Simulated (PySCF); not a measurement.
Computed shifts of a molecule C2H7ClO2Si, KT2/pcSseg-1 (PySCF), GIAO, gas phase, equivalent atoms averaged, in ppm (number of nuclei): ¹³C: 66.6 (1), 31.9 (1). ²⁹Si: 17.9 (1). ¹H: 6.36 (1), 4.76 (1), 4.30 (1), 2.29 (1), 2.00 (2), 0.70 (1). References: ¹⁷O against H2O (σ = 330.4 ppm); ¹³C against TMS (σ = 185.1 ppm); ²⁹Si against TMS (σ = 361.9 ppm); ³⁵Cl against HCl (σ = 945.4 ppm); ¹H against TMS (σ = 31.47 ppm), references at their B3LYP-D3(BJ)/def2-TZVP geometries, non-relativistic (without spin–orbit terms, shifts of atoms bonded to Cl or Br come out too high). Coordinates come from a PBE-D3(BJ)/def2-SVP optimisation. One conformer was computed; it need not be the lowest.

Q: Identify the compound among the candidates.
A. C[Si@](O)(Cl)CO
B. OC[C@H](O)[SiH2]Cl
C. O[SiH](O)CCCl
D. OCC[Si@H](O)Cl

A: D, OCC[Si@H](O)Cl
